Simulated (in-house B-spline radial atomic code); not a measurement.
The numbers below are computed, except where a source is named.
**Weak and strong correlation along the adiabatic connection**

Two-electron singlets in several external potentials (atomic units), by full CI in B-splines with partial waves to l = 8 (correlation energies up to 0.6 % small). The repulsion is scaled by λ at fixed density; W(λ) is the mean repulsion less the Hartree energy, W(0) = E_x, and the area under W from 0 to 1 is E_xc.

One system gave this curve:

```json
{"λ": "0", "W (hartree)": "-0.26533"}
{"λ": "0.02", "W (hartree)": "-0.26737"}
{"λ": "0.05", "W (hartree)": "-0.27028"}
{"λ": "0.12", "W (hartree)": "-0.2765"}
{"λ": "0.25", "W (hartree)": "-0.28623"}
{"λ": "0.4", "W (hartree)": "-0.29517"}
{"λ": "0.6", "W (hartree)": "-0.30434"}
{"λ": "0.8", "W (hartree)": "-0.31135"}
{"λ": "1", "W (hartree)": "-0.31686"}
{"λ": "1.4", "W (hartree)": "-0.32498"}
{"λ": "2", "W (hartree)": "-0.33299"}
{"λ": "3", "W (hartree)": "-0.3411"}
{"λ": "4.5", "W (hartree)": "-0.34808"}
{"λ": "7", "W (hartree)": "-0.35451"}
{"λ": "10", "W (hartree)": "-0.3589"}
```

Problem. Which system is it?
A. −Z/r, Z = 20
B. −V exp(−r²/w²), V = 29.5, w = 2.73
C. ω²r²/2, ω = 0.15
D. −Z exp(−kr)/r, Z = 4.67, k = 0.594

Solution. C. The exchange energy sets the size: ω²r²/2, ω = 0.15: E_x = -0.265, E_c = -0.0319; −Z/r, Z = 20: E_x = -12.3, E_c = -0.0459; −Z exp(−kr)/r, Z = 4.67, k = 0.594: E_x = -2.65, E_c = -0.0445; −V exp(−r²/w²), V = 29.5, w = 2.73: E_x = -1.24, E_c = -0.044 hartree.
